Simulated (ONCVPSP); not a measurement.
## An all-electron radial function and its pseudo partner (molybdenum)

Columns: radius, all-electron u(r) and pseudo u(r) of the 4p shell (level -38.54 eV) of molybdenum in the configuration [Ar] 3d10 4s2 4p6 4d5 5s1; PW91, scalar-relativistic, ONCV scheme, ONCVPSP 4.0.1.

```json
{"r (bohr)": "0.113", "all-electron": "0.2584", "pseudo": "0.0261"}
{"r (bohr)": "0.225", "all-electron": "-0.3490", "pseudo": "0.1008"}
{"r (bohr)": "0.338", "all-electron": "-0.5235", "pseudo": "0.2182"}
{"r (bohr)": "0.450", "all-electron": "-0.2619", "pseudo": "0.3647"}
{"r (bohr)": "0.563", "all-electron": "0.1447", "pseudo": "0.5273"}
{"r (bohr)": "0.675", "all-electron": "0.5124", "pseudo": "0.6851"}
{"r (bohr)": "0.788", "all-electron": "0.7821", "pseudo": "0.8226"}
{"r (bohr)": "0.900", "all-electron": "0.9424", "pseudo": "0.9229"}
{"r (bohr)": "1.013", "all-electron": "1.0125", "pseudo": "0.9794"}
{"r (bohr)": "1.125", "all-electron": "1.0145", "pseudo": "0.9897"}
{"r (bohr)": "1.238", "all-electron": "0.9708", "pseudo": "0.9589"}
{"r (bohr)": "1.350", "all-electron": "0.9004", "pseudo": "0.8970"}
{"r (bohr)": "1.463", "all-electron": "0.8157", "pseudo": "0.8153"}
{"r (bohr)": "1.575", "all-electron": "0.7272", "pseudo": "0.7272"}
{"r (bohr)": "1.688", "all-electron": "0.6394", "pseudo": "0.6394"}
{"r (bohr)": "1.800", "all-electron": "0.5573", "pseudo": "0.5573"}
{"r (bohr)": "1.913", "all-electron": "0.4815", "pseudo": "0.4815"}
{"r (bohr)": "2.025", "all-electron": "0.4139", "pseudo": "0.4139"}
{"r (bohr)": "2.138", "all-electron": "0.3536", "pseudo": "0.3536"}
{"r (bohr)": "2.250", "all-electron": "0.3013", "pseudo": "0.3013"}
{"r (bohr)": "2.363", "all-electron": "0.2556", "pseudo": "0.2556"}
{"r (bohr)": "2.475", "all-electron": "0.2165", "pseudo": "0.2165"}
{"r (bohr)": "2.588", "all-electron": "0.1827", "pseudo": "0.1827"}
{"r (bohr)": "2.700", "all-electron": "0.1542", "pseudo": "0.1542"}
{"r (bohr)": "2.813", "all-electron": "0.1296", "pseudo": "0.1296"}
{"r (bohr)": "2.925", "all-electron": "0.1090", "pseudo": "0.1090"}
```

**Question.** How many radial nodes do the two functions have?

**Answer.** The all-electron 4p function has n − l − 1 = 2; the pseudo-wave has 0, since the states of the same l below it are removed with the core.

**Question.** At about which radius was the pseudo-wave matched?

**Answer.** 1.60 bohr. The columns agree to 0.0005 from 1.46 bohr on; several derivatives are matched, so the curves merge somewhat inside the radius.

**Question.** Is the pseudo-wave norm-conserving?

**Answer.** Yes: the ONCV scheme keeps the norm inside the radius equal to the all-electron one, which fixes the energy derivative of the logarithmic derivative at the level.
